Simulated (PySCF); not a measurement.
# Basis and Hamiltonian dependence of the excitation energy of Kr⁺

Kr⁺ [Ar] 3d10 4s2 4p5 (2P) → Kr⁺ [Ar] 3d10 4s1 4p5 4d1 (high-spin determinant). All values are computed (PySCF 2.14, energy differences of UHF-based or UKS calculations, no spin-orbit coupling). Values in eV.

```tsv
basis	Hamiltonian	functions	UHF	LDA	PBE0	MP2 (valence)	CCSD(T) (valence)
aug-cc-pVDZ-DK	spin-free X2C	36	32.349	31.341	31.452	31.929	n/a
x2c-TZVPPall with one added diffuse shell each of s, p, d type	spin-free X2C	57	30.995	29.882	30.095	30.180	n/a
def2-TZVPPD	non-relativistic	57	29.851	28.689	28.921	29.077	27.822
aug-cc-pVTZ-PP with one added diffuse shell each of s, d, f type with ECP10MDF	ECP	68	30.929	29.847	29.982	29.962	n/a
dyall-av2z	non-relativistic	92	30.570	29.460	29.637	30.137	28.029
def2-QZVPPD	non-relativistic	98	29.833	28.700	28.921	29.018	27.893
aug-cc-pV5Z-PP with ECP10MDF	ECP	136	30.897	29.799	29.936	29.985	n/a
```

Frozen in the all-electron rows: valence: [Ar] 3d10; with a core potential, the same shells as far as they lie outside it.

At UHF, aug-cc-pVDZ-DK, dyall-av2z lie more than 0.3 eV from the median of the rows with comparable relativity.

One determinant mixes LS terms of the configuration, so the numbers do not refer to single terms. Non-relativistic rows lack the scalar-relativistic shift. The upper state lies above the first ionisation limit, where it may autoionise and the basis confines it.
